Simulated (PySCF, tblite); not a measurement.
C₃H₈O₂Si₂.
Cartesian coordinates in Å at the GFN2-xTB level; atoms count from 1:
```
atom  x, y, z in Å
C1     2.2658   -0.5188    1.1183
C2     0.9610   -0.7125    0.9945
Si3   -0.1688    0.3011   -0.1365
O4     0.6226    1.5562   -0.8098
Si5   -1.1545   -0.8925   -1.8525
C6    -1.4417    1.0836    1.0741
O7    -1.5469    2.2841    1.1730
H8     2.8893   -1.1264    1.7568
H9     2.7683    0.2672    0.5781
H10    0.5063   -1.5227    1.5528
H11    0.5638    2.4244   -0.4126
H12   -2.0025   -1.9641   -1.3168
H13   -2.0124   -0.0746   -2.7153
H14   -0.1542   -1.5299   -2.7118
H15   -2.1004    0.4328    1.6858
```

Method: PBE0/pcSseg-1 in PySCF (dipole) on a GFN2-xTB geometry, gas phase.

Masses are those of the commonest isotopes; rigid-rotor values at the optimised geometry. The values belong to one conformer with, in the numbering `[CH2:1]=[CH:2][Si@@:3]([OH:4])([SiH3:5])[CH:6]=[O:7]`, C1–C2–Si3–O4 -7°, C2–Si3–O4–H -96°, C2–Si3–C6–O7 120°.

Task: What are A, B and C (MHz)?

Result: Ia = 307.43, Ib = 336.24, Ic = 498.33 u·Å²; 505379 MHz·u·Å²/I gives A = 1644, B = 1503, C = 1014 MHz.

Task: Classify the top.

Result: An asymmetric top; Ray's κ = 0.553.

Task: Is it planar, by Δ = Ic − Ia − Ib?

Result: Not planar: Δ = Ic − Ia − Ib = -145.34 u·Å². For a rigid frame Δ = −2 Σ m c², so Σ m c² = 72.67 u·Å² lies off the ab plane: 14.82 from hydrogen and 57.84 from heavier atoms. The atom farthest from that plane is 1.92 Å away.

Task: Give the other two planar moments, Paa and Pbb, and the rms extents of the mass along the axes.

Result: Paa = Σ m a² = (Ib + Ic − Ia)/2 = 263.57 and Pbb = Σ m b² = (Ia + Ic − Ib)/2 = 234.76 u·Å². With the mass M = 132.01 u, the rms extents √(P/M) along a, b and c are 1.41, 1.33, 0.74 Å.

Task: Which lines would a microwave search look for?

Result: The dipole components are |μa| = 0.10 D, |μb| = 1.47 D, |μc| = 1.15 D. Intensities carry the squares of the components, which stand as 0.00 : 1.00 : 0.61 (a : b : c). Some lines, for components of 0.1 D or more:

```tsv
type	branch	J(Ka,Kc)	MHz	lower level (cm⁻¹)
c	Q	2(2,1) ← 2(1,1)	423	0.289
b	Q	1(1,0) ← 1(0,1)	630	0.084
b	Q	2(2,0) ← 2(1,1)	797	0.289
b	Q	2(1,1) ← 2(0,2)	1493	0.239
b	Q	2(2,1) ← 2(1,2)	1889	0.240
b	R	1(1,1) ← 0(0,0)	2658	0.000
c	R	1(1,0) ← 0(0,0)	3147	0.000
b	R	2(0,2) ← 1(1,1)	4519	0.089
b	R	2(1,2) ← 1(0,1)	4686	0.084
b	R	2(2,1) ← 1(1,0)	5946	0.105
c	R	2(1,1) ← 1(0,1)	6153	0.084
c	R	2(2,0) ← 1(1,0)	6320	0.105
c	R	2(2,1) ← 1(1,1)	6435	0.089
b	R	2(2,0) ← 1(1,1)	6809	0.089
```

Task: Estimate the classical rotational partition function at 50 K, 100 K and 298.15 K.

Result: Point group C1, symmetry number σ = 1; q = (√π/σ)·√((kT/h)³/(ABC)), k/h = 20836.6 MHz/K: 37700 at 50 K, 106000 at 100 K, 548000 at 298.15 K.

Its GFN2-xTB frequencies are all real (lowest 17 cm⁻¹). Constants of a rigid frame at the computed geometry: no zero-point averaging, no centrifugal distortion. A rigid rotor knows nothing of internal rotation, which can split or shift real lines.

Time: 44 s wall; peak memory 0.74 GiB. Hardware: Arm Neoverse N1, one thread (shared host). This is the PBE0/pcSseg-1 job that gave the dipole, with the shieldings it also computed.
